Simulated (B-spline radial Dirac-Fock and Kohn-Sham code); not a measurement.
Level of theory: a relativistic central-field model (Hartree-Slater potential of the initial state, Latter tail, multipole expansion of the photon field, Dirac-Fock thresholds); a radial B-spline solver. Kinetic energies are from the vacuum level. Open shells are spread statistically over j, without multiplet splitting. Without correlation, outer binding energies are uncertain by a few eV, most for open f shells.

Question: A free atom or ion in its tabulated ground configuration is ionised with 2120 eV photons and gives these photoelectron lines. Identify it and assign the lines.

```
kinetic energy (eV)  relative cross section
              177.3                    70.0
              239.7                   100.0
             1447.3                     3.2
             1550.9                     3.9
             1618.7                     8.7
             1789.0                     9.6
             1801.5                    13.6
             1969.7                    0.65
             2004.2                    0.67
             2014.8                     1.4
             2016.2                     3.9
             2018.3                     4.9
             2056.4                   0.096
             2057.4                    0.14
```

Answer: W⁵⁺, [Xe] 4f14 5d1. Binding energies are hν less the kinetic energy: 3d3/2 1942.7 eV, 3d5/2 1880.3 eV, 4s 672.7 eV, 4p1/2 569.1 eV, 4p3/2 501.3 eV, 4d3/2 331.0 eV, 4d5/2 318.5 eV, 5s 150.3 eV, 5p1/2 115.8 eV, 5p3/2 105.2 eV, 4f5/2 103.8 eV, 4f7/2 101.7 eV, 5d3/2 63.60 eV, 5d5/2 62.58 eV.

Question: A free atom or ion in its tabulated ground configuration is ionised with 1210 eV photons and gives these photoelectron lines. Identify it and assign the lines.

| kinetic energy (eV) | relative cross section |
| --- | --- |
| 167.9 | 32.3 |
| 302.1 | 51.3 |
| 316.6 | 100.0 |
| 1002.0 | 6.0 |
| 1045.4 | 5.5 |
| 1047.5 | 10.7 |
| 1110.0 | 0.80 |
| 1110.2 | 1.2 |

Answer: Co⁵⁺, [Ar] 3d4. Binding energies are hν less the kinetic energy: 2s 1042.1 eV, 2p1/2 907.9 eV, 2p3/2 893.4 eV, 3s 208.0 eV, 3p1/2 164.6 eV, 3p3/2 162.5 eV, 3d3/2 100.0 eV, 3d5/2 99.78 eV.

Question: A free atom or ion in its tabulated ground configuration is ionised with 2150 eV photons and gives these photoelectron lines. Identify it and assign the lines.

| kinetic energy (eV) | relative cross section |
| --- | --- |
| 1254.3 | 100.0 |
| 2081.0 | 5.2 |
| 2108.9 | 0.38 |
| 2109.0 | 0.75 |

Answer: Ne⁺, [He] 2s2 2p5. Binding energies are hν less the kinetic energy: 1s 895.7 eV, 2s 68.97 eV, 2p1/2 41.11 eV, 2p3/2 40.98 eV.

Question: A free atom or ion in its tabulated ground configuration is ionised with 1150 eV photons and gives these photoelectron lines. Identify it and assign the lines.

| kinetic energy (eV) | relative cross section |
| --- | --- |
| 432.9 | 25.8 |
| 535.1 | 35.0 |
| 557.7 | 70.7 |
| 737.9 | 68.7 |
| 742.1 | 100.0 |
| 952.2 | 5.8 |
| 987.9 | 6.5 |
| 991.9 | 13.0 |
| 1039.9 | 0.86 |
| 1040.4 | 1.3 |

Answer: Ru⁷⁺, [Kr] 4d1. Binding energies are hν less the kinetic energy: 3s 717.1 eV, 3p1/2 614.9 eV, 3p3/2 592.3 eV, 3d3/2 412.1 eV, 3d5/2 407.9 eV, 4s 197.8 eV, 4p1/2 162.1 eV, 4p3/2 158.1 eV, 4d3/2 110.1 eV, 4d5/2 109.6 eV.

Values without a named source are computed, but for edge energies of neutral atoms, which are taken from tables.
